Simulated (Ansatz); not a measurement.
`[AsH2]` radical, one more setting.

```yaml
crystal:
  periodic: [false, false, false]
  atoms:
    - {symbol: As, position_ang: [-0.569773, 0.311707, -0.286994]}
    - {symbol: H, position_ang: [0.681301, 0.767544, 0.459244]}
    - {symbol: H, position_ang: [-0.122527, -1.144152, -0.185549]}
basis:
  gaussian: {orbitals: aug-cc-pVDZ}
magnetization: {spin_polarized: false, initial_magnetization: 1}
hamiltonian: {xc: {name: HF}}
correlation: {method: ccsdt, electrons: all}
scf: {lower_state_search: off}
```

```sh
$ ansatz run in.yaml --threads 2 --pin off --events-out ev --progress --plain --max-ram 32768MiB --backend cpu
```

Output, abridged:

```
Functional definition: HF
938 factors; integrals over basis functions are off by at most 2.1e-7 eV
mean field evaluation 1: about -60825.5170 eV, gradient 6.7e0 eV
mean field evaluation 2: about -60825.5172 eV, gradient 6.7e0 eV
mean field evaluation 4: about -60825.8449 eV, gradient 5.1e-1 eV
mean field evaluation 8: about -60825.8456 eV, gradient 1.2e-4 eV
mean field -60825.84558774 eV, -2235.3085961106 hartree, gradient 2.8e-6 eV, S^2 0.750000; 0 other end points of the search recorded, 0 dependent functions left out
reference -60825.84558774 eV, -2235.3085961106 hartree; 18, 17 occupied and 36, 37 virtual orbitals, 938 factors
second order -3.75774335 eV of doubles, -0.06760079 eV of singles
cycle   1  -4.23671256 eV  change   -4.1e-1 eV  update   6.3e-2
cycle   2  -4.53901155 eV  change   -3.0e-1 eV  update   2.6e-2
cycle   3  -4.57918476 eV  change   -4.0e-2 eV  update   1.1e-2
cycle   4  -4.57767865 eV  change    1.5e-3 eV  update   3.7e-3
cycle   5  -4.57859842 eV  change   -9.2e-4 eV  update   1.4e-3
cycle   6  -4.57837165 eV  change    2.3e-4 eV  update   6.9e-4
cycle   7  -4.57834110 eV  change    3.1e-5 eV  update   3.1e-4
cycle   8  -4.57859820 eV  change   -2.6e-4 eV  update   1.4e-4
cycle   9  -4.57862907 eV  change   -3.1e-5 eV  update   5.0e-5
cycle  10  -4.57857255 eV  change    5.7e-5 eV  update   2.1e-5
cycle  11  -4.57858210 eV  change   -9.5e-6 eV  update   9.5e-6
cycle  12  -4.57858733 eV  change   -5.2e-6 eV  update   4.0e-6
cycle  13  -4.57859053 eV  change   -3.2e-6 eV  update   1.8e-6
Total energy: -60830.42417827 eV, -2235.4768562090 hartree
Checks for a lower state left out: stability, starts, cluster_reference, orbital_swaps, neighbouring_geometries, increment
```

It took 4.6 min on 2 threads of an AMD EPYC 7R13 on a shared host, with 4.3 GiB of host memory at the peak.
